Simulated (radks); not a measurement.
Ionisation of the thallium ion Tl+, [Hg], to [Xe] 4f14 5d10 6s1 as the strength of local exchange is varied. All-electron calculation, scalar-relativistic Kohn-Sham, Slater X-alpha exchange (alpha = 2/3 is LDA exchange), no correlation, spin-polarised, spherical densities, finite nucleus; Fermi nuclear charge, rms radius 5.4759 fm. Program: a radial shooting solver on a logarithmic mesh with Libxc functionals.

[
 {"alpha": "0.626", "E(Tl+) (hartree)": "-20199.0931", "exchange (hartree)": "-336.3505", "IE (eV)": "19.199", "-e of the level emptied (eV)": "15.019 (6s)", "<r> of it (bohr)": "2.422"},
 {"alpha": "0.66", "E(Tl+) (hartree)": "-20217.4786", "exchange (hartree)": "-354.9557", "IE (eV)": "19.548", "-e of the level emptied (eV)": "15.368 (6s)", "<r> of it (bohr)": "2.406"},
 {"alpha": "0.667", "E(Tl+) (hartree)": "-20221.2660", "exchange (hartree)": "-358.7905", "IE (eV)": "19.620", "-e of the level emptied (eV)": "15.440 (6s)", "<r> of it (bohr)": "2.403"},
 {"alpha": "0.757", "E(Tl+) (hartree)": "-20270.0274", "exchange (hartree)": "-408.2255", "IE (eV)": "20.556", "-e of the level emptied (eV)": "16.382 (6s)", "<r> of it (bohr)": "2.362"},
 {"alpha": "0.799", "E(Tl+) (hartree)": "-20292.8246", "exchange (hartree)": "-431.3781", "IE (eV)": "20.999", "-e of the level emptied (eV)": "16.830 (6s)", "<r> of it (bohr)": "2.344"},
 {"alpha": "0.812", "E(Tl+) (hartree)": "-20299.8863", "exchange (hartree)": "-438.5551", "IE (eV)": "21.137", "-e of the level emptied (eV)": "16.970 (6s)", "<r> of it (bohr)": "2.338"},
 {"alpha": "0.817", "E(Tl+) (hartree)": "-20302.6030", "exchange (hartree)": "-441.3168", "IE (eV)": "21.190", "-e of the level emptied (eV)": "17.023 (6s)", "<r> of it (bohr)": "2.336"},
 {"alpha": "1.003", "E(Tl+) (hartree)": "-20403.9326", "exchange (hartree)": "-544.5831", "IE (eV)": "23.208", "-e of the level emptied (eV)": "19.076 (6s)", "<r> of it (bohr)": "2.258"}
]

NIST Atomic Spectra Database: 20.428 eV (measured). The Delta-SCF value meets it near alpha = 0.74.

Beside tabulated values, note that scalar-relativistic runs lack spin-orbit coupling.
